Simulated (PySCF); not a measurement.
A structure optimised at B3LYP-D3(BJ)/def2-SVP, used in a PySCF frequency run:

```xyz
13

Al     0.0788     1.9442     0.0000
H     -0.9781     3.1327     0.0000
H      1.6320     2.2894     0.0000
C     -0.5533     0.0820     0.0000
C      0.5056    -1.0325     0.0000
C     -0.0873    -2.4426     0.0000
H     -1.2294    -0.0373     0.8715
H     -1.2294    -0.0373    -0.8715
H      1.1676    -0.9176     0.8773
H      1.1676    -0.9176    -0.8773
H     -0.7208    -2.6054    -0.8882
H      0.6970    -3.2175     0.0000
H     -0.7208    -2.6054     0.8882
```

Write its SMILES, formula and point group.

CC[CH2][AlH2], C3H9Al, Cs

What are its rotational constants (standard atomic weights)?

22.303, 2.1824, 2.0637 GHz
